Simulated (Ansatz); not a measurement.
Wavefunction ladder for C$_{3}$H$_{4}$Se, SMILES `CC1=C[Se]1`

```xyz
8

C     0.273    0.897    0.632
C    -0.017   -0.232   -0.245
C    -0.623   -1.303   -0.569
Se    0.648   -0.867   -2.020
H     1.327    0.889    0.920
H    -0.345    0.851    1.532
H     0.081    1.838    0.111
H    -1.344   -2.073   -0.360
```

The species carries charge 0 and has multiplicity 1. Correlated methods include outer-core shells of Se, which these sets cover unevenly. Scalar relativity is left out up to krypton. The geometry is a stationary point of PBE0-D4/def2-TZVP. Frozen core, restricted reference, Ansatz.

```tsv
basis	HF (Eh)	MP2 corr.	CCSD corr.	(T)	CCSD(T) total
def2-SVP	-2515.29876	-0.63680	?	-0.02500	?
def2-TZVPP	?	?	?	-0.03736	?
def2-QZVPP	-2515.78214	-1.09166	–	–	–
```

(1) Fill in the withheld values. (An estimate is asked.)

## Answers

(1) The calculation gave: def2-SVP CCSD corr.: -0.66148; def2-SVP CCSD(T) total: -2515.98524; def2-TZVPP HF (Eh): -2515.72938; def2-TZVPP MP2 corr.: -0.75820; def2-TZVPP CCSD corr.: -0.77669; def2-TZVPP CCSD(T) total: -2516.54343.
